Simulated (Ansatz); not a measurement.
Start from `BC(=N)CS` and change one atom or group to get `BC(C)=N`.

Ansatz, PBE0-D4/def2-TZVP geometries, multiplicity 1. Each molecule was computed in one conformer, which needn't be the lowest.

| property | `BC(=N)CS` |
| --- | --- |
| size of the dipole moment (B3LYP/def2-TZVPP) / D | 4.55 |
| size of the dipole moment (PBE/def2-TZVPP) / D | 4.49 |
| HOMO energy (PBE/def2-TZVPP) / eV | -5.60 |
| size of the dipole moment (ωB97M-V/def2-TZVPP) / D | 4.61 |
| LUMO energy (B3LYP/def2-TZVPP) / eV | -0.87 |
| LUMO energy (PBE/def2-TZVPP) / eV | -1.59 |

What does the change do to each property? (Estimate.)

The calculation gave: 
```
                                          property  `BC(C)=N`  shift
  size of the dipole moment (B3LYP/def2-TZVPP) / D       1.54  -3.01
    size of the dipole moment (PBE/def2-TZVPP) / D       1.30  -3.19
                 HOMO energy (PBE/def2-TZVPP) / eV      -6.06  -0.46
size of the dipole moment (ωB97M-V/def2-TZVPP) / D       1.62  -2.99
               LUMO energy (B3LYP/def2-TZVPP) / eV      -2.26  -1.39
                 LUMO energy (PBE/def2-TZVPP) / eV      -3.03  -1.44
```

With PBE0 the HOMO falls by 0.40 eV and the LUMO falls by 1.42 eV, so the gap narrows by about 1.02 eV. PBE moves the HOMO by -0.46 eV and ωB97M-V by -0.40 eV. Dipoles are sizes alone; their direction can turn.

B3LYP here is the variant with VWN-RPA as its local correlation; programs differ in this.
